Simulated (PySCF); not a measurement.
H5NO3Si, SMILES N[Si](O)(O)O. Atoms are numbered in the order given.

```xyz
10

N      1.5912    -0.5831    -0.1390
Si    -0.0145     0.0095    -0.0161
O     -0.0285     1.2826     1.0504
O     -0.6131     0.5823    -1.4427
O     -1.0050    -1.2401     0.4486
H      1.7562    -1.4349    -0.6662
H      2.3433     0.0809    -0.2943
H      0.3730     1.1269     1.9102
H     -1.5121     0.9249    -1.4174
H     -0.7236    -1.7478     1.2153
```

The structure is a stationary point at ωB97X-D3(BJ)/def2-SVP. The geometry has at least one imaginary mode, so it is a saddle point at that level. The values are those of a single conformer.

Calculation: PySCF 2.14.0 with TDA-LC-ωPBE/def2-SVPD.

Vertical excitations. Isolated molecule, no solvent.

Computed excitation energies, oscillator strengths and character:
```tsv
state	energy (eV)	λ (nm)	f	main pairs
S1	7.51	165	0.058	HOMO→LUMO 72 %, HOMO→LUMO+3 22 %
S2	8.26	150	0.014	HOMO−1→LUMO 75 %
S3	8.79	141	0.086	HOMO−3→LUMO 54 %, HOMO−1→LUMO+2 16 %
S4	8.82	141	0.057	HOMO−2→LUMO 46 %, HOMO−1→LUMO+1 18 %, HOMO−2→LUMO+1 16 %
S5	9.04	137	0.003	HOMO→LUMO+3 46 %, HOMO→LUMO+1 16 %, HOMO→LUMO 14 %, HOMO→LUMO+5 8 %
S6	9.28	134	0.041	HOMO−4→LUMO 43 %, HOMO→LUMO+2 23 %, HOMO→LUMO+6 8 %, HOMO−3→LUMO+2 7 %
S7	9.37	132	0.013	HOMO→LUMO+6 47 %, HOMO→LUMO+4 19 %, HOMO→LUMO+10 14 %, HOMO−4→LUMO 8 %
S8	9.72	128	0.042	HOMO−1→LUMO+2 20 %, HOMO−6→LUMO 18 %, HOMO→LUMO+2 14 %, HOMO−3→LUMO 11 %
S9	9.72	128	0.016	HOMO→LUMO+2 41 %, HOMO−4→LUMO 12 %, HOMO→LUMO+10 11 %, HOMO−1→LUMO+2 7 %
S10	9.76	127	0.093	HOMO−5→LUMO 47 %, HOMO−5→LUMO+1 28 %
T1	7.06	176	0	HOMO→LUMO 63 %, HOMO→LUMO+3 27 %
T2	7.86	158	0	HOMO−1→LUMO 67 %
T3	8.28	150	0	HOMO−3→LUMO 49 %, HOMO−1→LUMO+2 18 %
T4	8.32	149	0	HOMO−2→LUMO 41 %, HOMO−2→LUMO+1 18 %, HOMO−1→LUMO+1 17 %
```
Triplets are in the Tamm–Dancoff approximation.
